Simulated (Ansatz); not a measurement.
Na₆Cd⁺. The state is a doublet with charge 1. Geometry PBE/def2-SVP, basis def2-TZVP, Ansatz.

Cartesian coordinates in Å:
```
Cd -0.048 -1.817 -0.510
Na -2.274 -1.012 1.446
Na 2.585 -0.007 -1.682
Na 1.405 -0.499 1.950
Na -0.951 2.038 2.819
Na -0.487 -0.333 -3.438
Na -0.232 1.630 -0.586
```

```tsv
run	HOMO (eV)	LUMO (eV)
A	-6.16	-5.18
B	-6.56	-5.01
C	-8.03	-3.43
D	-5.92	-5.56
E	-6.11	-5.60
F	-6.23	-5.35
```

In the def2 sets Cd takes a core potential; there is no spin–orbit coupling. LC-ωPBE has ω = 0.4 bohr⁻¹. HSE06 is defined as in plane-wave codes, on full-range PBE exchange. Another isomer (doublet) lies 0.12 eV lower at PBE0/def2-TZVP; other spin states weren't run for this one.

HOMO and LUMO are taken over both spins.

The runs used BLYP, HSE06, LC-ωPBE, PBE, PBE0, r2SCAN. Estimate which is which.

A r2SCAN (0 % exact exchange); B PBE0 (25 % exact exchange); C LC-ωPBE (range-separated); D BLYP (0 % exact exchange); E PBE (0 % exact exchange); F HSE06 (range-separated). Exact exchange lowers occupied and raises empty levels; among semilocal functionals meta-GGAs tend to open the gap a little, and such runs are hard to tell apart. The gap grows from 0.36 eV (BLYP) to 4.60 eV (LC-ωPBE).
